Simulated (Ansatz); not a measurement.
`I[SiH]1BC1` + SiH₄ → `[SiH3][SiH]1BC1` + HI  (formal exchange of groups at the Si–I bond)

Isolated molecules relaxed with PBE0-D4/def2-TZVP in Ansatz; ΔE leaves out vibrations. CCSD(T)/CBS is the MP2 limit (def2-TZVPP, def2-QZVPP) plus CCSD(T) − MP2 in def2-TZVPP, frozen cores. This one scheme is used for every species. DFT in def2-TZVPP. B3LYP here is the variant with VWN-RPA as its local correlation; programs differ in this. def2 core potentials past Kr. For I outer-core shells are correlated without core-valence functions, which leaves a few kJ/mol of doubt a bond.

```
             level  ΔE (kcal/mol)  difference from CCSD(T)/CBS
            PBE-D4           18.2                         -2.6
         revPBE-D4           18.0                         -2.8
      CAM-B3LYP-D4           19.5                         -1.3
          PBE-QIDH           20.4                         -0.4
             B3LYP           20.1                         -0.7
           r2SCANh           20.0                         -0.8
             BHLYP           20.7                         -0.1
RPA@PBE/def2-TZVPP           18.8                         -2.0
       HF/def2-SVP           20.1                         -0.7
      MP2/def2-SVP           20.7                         -0.1
  CCSD(T)/def2-SVP           18.3                         -2.5
     HF/def2-TZVPP           21.6                          0.8
    MP2/def2-TZVPP           22.7                          1.9
SCS-MP2/def2-TZVPP           22.0                          1.2
     HF/def2-QZVPP           21.7                          0.9
    CCSD/CBS(def2)           20.6                         -0.2
       CCSD(T)/CBS           20.8                            0
```

(1) What do rigid-rotor, harmonic-oscillator terms from PBE0-D4/def2-TZVP frequencies (298.15 K, 1 bar) make of the CCSD(T)/CBS value? (Best estimate.)

Largest T1 diagnostic among the species: 0.014.

Results:

(1) Computed: ΔZPE = -1.2 kcal/mol, ΔH = +19.9 kcal/mol, ΔS = 9 J/(mol·K), ΔG = +19.3 kcal/mol.

At CCSD(T), def2-SVP lies −2.5 kcal/mol from the extrapolated value and def2-TZVPP −1.6 kcal/mol. Leaving LDA and LC-ωPBE aside and taking each functional with its dispersion term where it has one, the values, not all of them listed here, spread over 3.4 kcal/mol, from B97M-V to B2PLYP. LDA lies −0.8 kcal/mol from PBE without D4. From BLYP to BHLYP (50 % exact exchange), in def2-TZVPP and without D4, ΔE moves by +0.8 kcal/mol.
